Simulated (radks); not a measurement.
Results of a calculation; reference values are marked as such.
Problem. Sr, 38 electrons, occupied as [Ar] 3d10 4s1 4p6 5s2 4d1 (not the ground configuration). Level of theory: Dirac Kohn-Sham, PBE, spin-unpolarised, spherical densities, finite nucleus; open shells fill j = l - 1/2 first; Fermi nuclear charge, rms radius 4.224 fm (a radial shooting solver on a logarithmic mesh with Libxc functionals). Some entries of the table are withheld. Estimate them.

orbital  occ.  eigenvalue (eV)  r(max) (bohr)
1s1/2       2        -15936.87        0.02553
2s1/2       2        -2162.574         0.1452
2p1/2       2        -1968.603            (1)
2p3/2       4        -1900.188            (2)
3s1/2       2        -339.2718         0.4359
3p1/2       2        -268.8107         0.4248
3p3/2       4        -258.3147         0.4338
3d3/2       4              (3)         0.3750
3d5/2       6              (4)         0.3777
4s1/2       1         -44.4750          1.182
4p1/2       2              (5)          1.291
4p3/2       4              (6)          1.317
5s1/2       2          -4.0006            (7)
4d3/2       1          -2.6153          1.876
4d5/2       0          -2.5410          1.892
5p1/2       0          -1.4861          4.453
5p3/2       0          -1.4092          4.541

Solution. 
(1) 2p1/2 r(max) (bohr): 0.1137
(2) 2p3/2 r(max) (bohr): 0.1171
(3) 3d3/2 eigenvalue (eV): -134.6454
(4) 3d5/2 eigenvalue (eV): -132.8116
(5) 4p1/2 eigenvalue (eV): -26.7693
(6) 4p3/2 eigenvalue (eV): -25.5327
(7) 5s1/2 r(max) (bohr): 3.474
